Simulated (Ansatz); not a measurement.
Geometry optimisation, RKS PBE/def2-SVP (Ansatz).

Input:

```yaml
crystal:
  periodic: [false, false, false]
  atoms:
    - { symbol: F, position_ang: [-2.0491, -2.0694, 0.1872] }
    - { symbol: B, position_ang: [-1.0674, -1.1196, 0.6133] }
    - { symbol: Si, position_ang: [-0.6372, -1.0019, 2.4809] }
    - { symbol: C, position_ang: [-0.2533, -0.2303, -0.4096] }
    - { symbol: C, position_ang: [0.2544, 0.4409, -1.2241] }
    - { symbol: Si, position_ang: [1.1265, 1.5025, -2.4125] }
    - { symbol: H, position_ang: [0.8384, -1.3551, 2.6768] }
    - { symbol: H, position_ang: [-0.7921, 0.3866, 2.9633] }
    - { symbol: H, position_ang: [-1.441, -1.9178, 3.3037] }
    - { symbol: H, position_ang: [0.7034, 2.8863, -2.2273] }
    - { symbol: H, position_ang: [0.7995, 1.0297, -3.7511] }
    - { symbol: H, position_ang: [2.595, 1.3929, -2.1667] }
basis:
  gaussian: { orbitals: def2-SVP }
hamiltonian:
  xc: pbe
relax:
  f_tol: 0.02
  max_steps: 50
```

Launched with:

```bash
$ ansatz run input.yaml --threads 2 --pin off --max-ram 3072MiB --backend cpu --events-out ev --progress --plain --runs-dir out
```

Where does it end, and by what steps?

It converged. After 7 steps the energy has fallen by 0.657 eV; C4 moved furthest, 0.18 Å.

| step | energy less start (eV) | largest force component (eV/Å) | accepted |
| --- | --- | --- | --- |
| 0 | 0.0000 | 5.604 | yes |
| 1 | -0.5336 | 1.623 | yes |
| 2 | -0.5025 | 2.045 | no |
| 3 | -0.6331 | 0.676 | yes |
| 4 | -0.6542 | 0.082 | yes |
| 5 | -0.6554 | 0.027 | yes |
| 6 | -0.6561 | 0.024 | yes |
| 7 | -0.6567 | 0.013 | yes |

```xyz
12
Properties=species:S:1:pos:R:3
F -2.065 -2.016 0.174
B -1.105 -1.165 0.564
Si -0.599 -1.018 2.540
C -0.396 -0.311 -0.483
C 0.235 0.424 -1.258
Si 1.155 1.508 -2.431
H 0.862 -1.346 2.720
H -0.800 0.399 3.016
H -1.411 -1.940 3.411
H 0.687 2.922 -2.237
H 0.890 1.076 -3.845
H 2.625 1.412 -2.137
```

Whether the end is a true minimum wasn't checked by a vibrational analysis.

Run time: 30 s on 2 threads of Intel(R) Xeon(R) Platinum 8259CL CPU @ 2.50GHz (Skylake/Cascade Lake) (shared host), peak memory 0.18 GiB.
